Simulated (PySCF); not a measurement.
From one molecule to another.

First species: C4H10BNO.
Geometry (PBE0-D3(BJ)/def2-SVP, Å), atoms numbered from 1 in this order:
```xyz
17
C4H10BNO angstrom
C      1.6089    1.1079    0.6014
B      0.6215   -0.0241    0.1030
C      1.1433   -1.4690   -0.2517
N     -0.7888    0.2309   -0.0558
C     -1.7129   -0.8002   -0.5048
C     -1.3465    1.4757    0.1912
O     -2.5137    1.7487    0.0683
H      1.7614    1.8585   -0.1951
H      2.5988    0.6956    0.8427
H      1.2516    1.6621    1.4833
H      2.2353   -1.5635   -0.1759
H      0.6951   -2.2137    0.4306
H      0.8387   -1.7781   -1.2659
H     -1.4845   -1.1151   -1.5339
H     -2.7309   -0.3929   -0.4777
H     -1.6592   -1.6844    0.1458
H     -0.5954    2.2225    0.5199
```

Second species: C2H5AlFN.
SMILES: `CC#[N+][AlH2-][F]`

Levels: B3LYP/def2-SVPD for dipole moment, HOMO energy, LUMO energy, HOMO–LUMO gap, static isotropic polarisability and electronic spatial extent ⟨r²⟩ about the centre of nuclear charge; TDDFT B3LYP/def2-SVPD for lowest singlet excitation; TDA B3LYP/def2-SVPD for lowest triplet excitation (Tamm–Dancoff); ΔSCF B3LYP/def2-SVPD for vertical ionisation energy; PBE0-D3(BJ)/def2-SVP for rotational constant A and rotational constant C. Geometries: PBE0-D3(BJ)/def2-SVP. Each structure is a single optimised conformer of the isolated species, non-relativistic unless stated. Electronic properties by PySCF.

The conformers computed, where there is a choice (atom-mapped SMILES and torsion angles):
- `[CH3:1][B:2]([CH3:3])[N:4]([CH3:5])[CH:6]=[O:7]`: C1–B2–N4–C5 180°, B2–N4–C6–O7 180°

```csv
property,column X,column Y
dipole moment,2.92 D,8.86 D
HOMO energy,-7.52 eV,-7.11 eV
LUMO energy,-1.00 eV,-1.39 eV
HOMO–LUMO gap,6.52 eV,5.72 eV
lowest singlet excitation,4.99 eV,4.83 eV
lowest triplet excitation (Tamm–Dancoff),4.53 eV,4.76 eV
static isotropic polarisability,75.8 au,60.8 au
vertical ionisation energy,9.86 eV,9.65 eV
electronic spatial extent ⟨r²⟩ about the centre of nuclear charge,915 bohr²,818 bohr²
rotational constant A,3.999 GHz,12.204 GHz
rotational constant C,1.331 GHz,1.388 GHz
```

(1) Which column belongs to which species?

(2) How does each property change from the first species to the second?

Results:

(1) Column X is the first species and column Y the second. The first has 17 atoms and 54 electrons, the second 10 and 46.

(2) dipole moment +5.94 D; HOMO energy +0.41 eV; LUMO energy -0.39 eV; HOMO–LUMO gap -0.80 eV; lowest singlet excitation -0.16 eV; lowest triplet excitation (Tamm–Dancoff) +0.23 eV; static isotropic polarisability -15.0 au; vertical ionisation energy -0.21 eV; electronic spatial extent ⟨r²⟩ about the centre of nuclear charge -97 bohr²; rotational constant A +8.205 GHz; rotational constant C +0.057 GHz.

On the first: No computed singlet falls in the visible range (750 to 380 nm, 1.65 to 3.26 eV); S1 lies 1.73 eV above its blue end. The 10 singlets span 4.99 to 7.90 eV, and their oscillator strengths add up to 0.36.

On the second: S1 lies 0.89 eV below the HOMO–LUMO gap; its leading configuration is HOMO→LUMO, weight 1.00. No computed singlet falls in the visible range (750 to 380 nm, 1.65 to 3.26 eV); S1 lies 1.57 eV above its blue end.
